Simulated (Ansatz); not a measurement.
```yaml
crystal:
  periodic: [false, false, false]
  atoms:
    - {symbol: C, position_ang: [-1.175714, 0.718227, 1.264315]}
    - {symbol: B, position_ang: [0.097159, 0.030544, 0.655753]}
    - {symbol: C, position_ang: [1.520779, 0.594198, 1.000631]}
    - {symbol: C, position_ang: [-0.040380, -1.175320, -0.320000]}
    - {symbol: Si, position_ang: [-0.337766, -0.515322, -2.057098]}
    - {symbol: H, position_ang: [-1.317558, 1.680600, 0.752644]}
    - {symbol: H, position_ang: [-1.032487, 0.976511, 2.318673]}
    - {symbol: H, position_ang: [-2.105174, 0.154595, 1.159635]}
    - {symbol: H, position_ang: [1.527629, 1.648600, 1.288001]}
    - {symbol: H, position_ang: [2.266961, 0.428633, 0.218990]}
    - {symbol: H, position_ang: [1.873234, 0.034795, 1.880021]}
    - {symbol: H, position_ang: [-0.902600, -1.814761, -0.103094]}
    - {symbol: H, position_ang: [0.862854, -1.790934, -0.388559]}
    - {symbol: H, position_ang: [0.777168, 0.375088, -2.480119]}
    - {symbol: H, position_ang: [-0.434847, -1.634773, -3.031972]}
    - {symbol: H, position_ang: [-1.602058, 0.266718, -2.113420]}
basis:
  gaussian: {orbitals: cc-pVDZ, final_grid: {core_spheres: 20, valence_spheres: 16, degree: 47}}
total_charge: -3
magnetization: {spin_polarized: true, initial_magnetization: 1}
hamiltonian: {xc: {name: B97}}
```

```sh
$ ansatz run in.yaml --threads 4 --pin off --events-out ev --progress --plain --max-ram 10444MiB
```

It prints (some lines left out):

```
Functional definition: B97
1180 factors; integrals over basis functions are off by at most 1.2e-3 eV
mean field evaluation 1: about -11814.1959 eV, gradient 2.7e1 eV
mean field evaluation 2: about -11801.1814 eV, gradient 5.1e1 eV
mean field evaluation 4: about -11821.1122 eV, gradient 1.2e1 eV
mean field evaluation 8: about -11822.8369 eV, gradient 5.7e-1 eV
mean field evaluation 16: about -11822.8402 eV, gradient 1.5e-2 eV
mean field evaluation 32: about -11822.8405 eV, gradient 1.1e-4 eV
a density is far from that of the atoms, so the factors are made again for it
1263 factors; integrals over basis functions are off by at most 1.1e-3 eV
mean field -11822.84033868 eV, -434.4813686375 hartree, gradient 9.0e-6 eV, S^2 0.766849; 0 other end points of the search recorded, 0 dependent functions left out
reference -11822.84036781 eV, -434.4813697080 hartree; 26, 25 occupied and 103, 104 virtual orbitals, 1263 factors
Total energy: -11822.84036781 eV, -434.4813697080 hartree
```

Q: Something in this input is off. What?

A: The charge is far from anything that the molecule holds. The calculation finished and met its thresholds. The result belongs to that input, not to the molecule as meant.
